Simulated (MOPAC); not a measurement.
MOPAC input (PM7):

```
PM7 FORCE THERMO(298,298) PRECISE LET CHARGE=-1 GEO-OK AUX(PRECISION=9) THREADS=1
H5Si

Si   -0.00000007 1    0.00000002 1   -0.00000000 1
H    -0.01720826 1   -0.02250918 1    1.58004437 1
H     0.01720831 1    0.02250917 1   -1.58004437 1
H     1.49973218 1    0.00619144 1    0.01642182 1
H    -0.75542960 1    1.29565634 1    0.01023042 1
H    -0.74430229 1   -1.30184786 1   -0.02665223 1
```

Output:

```
 *******************************************************************************
 **                                                                           **
 **                              MOPAC v23.2.5                                **
 **                                                                           **
 *******************************************************************************
 ** MOPAC's Digital Object Identifier: https://doi.org/10.5281/zenodo.6511958 **
 **                                                                           **
 ** Please cite the open-source release paper for use of this MOPAC version:  **
 ** J. E. Moussa and J. J. P. Stewart (2026)                                  **
 ** MOPAC: An open-source semiempirical molecular orbital program             **
 ** J. Open Source Softw., 11(119), 8025, https://doi.org/10.21105/joss.08025 **
 *******************************************************************************

                              PM7 CALCULATION RESULTS

 *******************************************************************************
 *  PM7        - The PM7 Hamiltonian to be used
 *  GEO-OK     - OVERRIDE INTERATOMIC DISTANCE AND OTHER SAFETY CHECKS
 *
 *
 *
 *                 CHARGE ON SYSTEM = -1
 *
 *
 *
 *  LET        - OVERRIDE SOME SAFETY CHECKS
 *  PRECISE    - TIGHTER CRITERIA TO BE USED
 *  FORCE      - FORCE CALCULATION SPECIFIED
 *  AUX        - OUTPUT AUXILIARY INFORMATION
 *  THERMO     - THERMODYNAMIC QUANTITIES TO BE CALCULATED
 *******************************************************************************
PM7 FORCE THERMO(298,298) PRECISE LET CHARGE=-1 GEO-OK AUX(PRECISION=9) THREADS=1
 H5Si

   ATOM   CHEMICAL          X               Y               Z
  NUMBER   SYMBOL      (ANGSTROMS)     (ANGSTROMS)     (ANGSTROMS)

     1      Si         -0.00000007  *   0.00000002  *  -0.00000000  *
     2       H         -0.01720826  *  -0.02250918  *   1.58004437  *
     3       H          0.01720831  *   0.02250917  *  -1.58004437  *
     4       H          1.49973218  *   0.00619144  *   0.01642182  *
     5       H         -0.75542960  *   1.29565634  *   0.01023042  *
     6       H         -0.74430229  *  -1.30184786  *  -0.02665223  *

          CARTESIAN COORDINATES

    NO.       ATOM           X           Y           Z

     1        Si         -0.0000      0.0000     -0.0000
     2         H         -0.0172     -0.0225      1.5800
     3         H          0.0172      0.0225     -1.5800
     4         H          1.4997      0.0062      0.0164
     5         H         -0.7554      1.2957      0.0102
     6         H         -0.7443     -1.3018     -0.0267

 General Reference for PM7:
 "Optimization of Parameters for Semiempirical Methods VI: More Modifications to the
 NDDO Approximations and Re-optimization of Parameters", J. J. P. Stewart, J. Mol. Mod., 1:32, 19 (2013)
 https://link.springer.com/article/10.1007/s00894-012-1667-x

[...]
 TRAVEL (Ang.)       0.3234         Si1 -- H 4         +30.2% ( 54.4%)      0.0%
 REDUCED MASS        0.5887         Si1 -- H 2          +4.7% ( 21.6%)    100.0%
 EFFECTIVE MASS      2.4060
 FORCE CONSTANT      0.4160

 VIBRATION          7    1E"         ATOM PAIR     ENERGY CONTRIBUTION    RADIAL
 FREQUENCY          1156.02         Si1 -- H 6         +38.4% ( 49.4%)      0.0%
 TRANSITION DIPOLE   0.0000         Si1 -- H 5         +24.1% ( 39.1%)      0.0%
 TRAVEL (Ang.)       0.4724         Si1 -- H 3         +17.9% ( 33.7%)      0.0%
 REDUCED MASS        0.2614         Si1 -- H 2         +17.9% ( 33.7%)      0.0%
 EFFECTIVE MASS      1.0079
 FORCE CONSTANT      0.2058

 VIBRATION          8    1A1'        ATOM PAIR     ENERGY CONTRIBUTION    RADIAL
 FREQUENCY          1809.67         Si1 -- H 2         +36.1% ( 63.5%)    100.0%
 TRANSITION DIPOLE   0.0000         Si1 -- H 3         +36.1% ( 63.5%)    100.0%
 TRAVEL (Ang.)       0.3452         Si1 -- H 4          +9.3% ( 32.1%)    100.0%
 REDUCED MASS        0.3128         Si1 -- H 5          +9.3% ( 32.1%)    100.0%
 EFFECTIVE MASS      1.0079
 FORCE CONSTANT      0.6035

 VIBRATION          9    2A2"        ATOM PAIR     ENERGY CONTRIBUTION    RADIAL
 FREQUENCY          1872.16         Si1 -- H 3         +49.4% ( 71.2%)    100.0%
 TRANSITION DIPOLE   2.7175         Si1 -- H 2         +49.4% ( 71.2%)    100.0%
 TRAVEL (Ang.)       0.2694         Si1 -- H 4          +0.4% (  6.3%)      0.0%
 REDUCED MASS        0.4964         Si1 -- H 5          +0.4% (  6.3%)      0.0%
 EFFECTIVE MASS      1.4612
 FORCE CONSTANT      1.0250

 VIBRATION         11    3E'         ATOM PAIR     ENERGY CONTRIBUTION    RADIAL
 FREQUENCY          2115.54         Si1 -- H 6         +60.5% ( 78.1%)     99.5%
 TRANSITION DIPOLE   1.1917         Si1 -- H 5         +35.1% ( 59.5%)     95.1%
 TRAVEL (Ang.)       0.2506         Si1 -- H 4          +3.8% ( 19.6%)     48.7%
 REDUCED MASS        0.5074         Si1 -- H 2          +0.3% (  5.3%)      0.0%
 EFFECTIVE MASS      1.4490
 FORCE CONSTANT      1.3380

 VIBRATION         12    2A1'        ATOM PAIR     ENERGY CONTRIBUTION    RADIAL
 FREQUENCY          2183.53         Si1 -- H 6         +26.7% ( 47.9%)    100.0%
 TRANSITION DIPOLE   0.0000         Si1 -- H 5         +26.7% ( 47.9%)    100.0%
 TRAVEL (Ang.)       0.3712         Si1 -- H 4         +26.7% ( 47.9%)    100.0%
 REDUCED MASS        0.2241         Si1 -- H 3         +10.0% ( 29.2%)    100.0%
 EFFECTIVE MASS      1.0079
 FORCE CONSTANT      0.6296

      SYMMETRY NUMBER FOR POINT-GROUP D3h =  6

          SYSTEM IS A GROUND STATE

 H5Si

          MOLECULE IS NOT LINEAR

          THERE ARE 12 GENUINE VIBRATIONS IN THIS SYSTEM
          THIS THERMODYNAMICS CALCULATION IS LIMITED TO
          MOLECULES WHICH HAVE NO INTERNAL ROTATIONS

                    CALCULATED THERMODYNAMIC PROPERTIES
                                          *
   TEMP. (K)   PARTITION FUNCTION   H.O.F.    ENTHALPY  HEAT CAPACITY ENTROPY
                                   KCAL/MOL   CAL/MOLE    CAL/K/MOL  CAL/K/MOL

 298.00  VIB.     0.1213D+01                   342.0222     3.8711     1.5316
         ROT.     0.2799D+03                   888.2803     2.9808    14.1774
         INT.     0.3395D+03                  1230.3026     6.8519    15.7090
         TRA.     0.1843D+27                  1480.4672     4.9680    36.4223
         TOT.                       64.609    2710.7697    11.8199    52.1313

   *: NOTE: HEATS OF FORMATION ARE RELATIVE TO THE
            ELEMENTS IN THEIR STANDARD STATE AT 298K
              (=  Standard Enthalpy of Formation).

            Hvib:  Zero-point energy is not included.
                   frequencies of less than zero cm-1 are not included.
            Hrot = (3/2)RT
            Htra = (3/2)RT + pV = (5/2)RT

            Heat capacity is Cp, not Cv

          For more information, see: HTTP://OpenMOPAC.net/Manual/thermochemistry.html

           FORCE CONSTANT IN CARTESIAN COORDINATES (Millidynes/A)

    ATOM   CHEMICAL       X               Y               Z
   NUMBER   SYMBOL  FORCE CONSTANT  FORCE CONSTANT  FORCE CONSTANT

      1      Si        4.726685        5.099631        5.099631
      2       H        2.051149        0.448373        0.448373
      3       H        2.051149        0.448373        0.448373
      4       H        0.541476        2.551189        0.131250
      5       H        0.541476        0.736235        1.946205
      6       H        0.541476        0.736235        1.946204

 **********************
 *                    *
 * JOB ENDED NORMALLY *
 *                    *
 **********************

 == MOPAC DONE ==
```

The dipole moment of an ion depends on the origin.
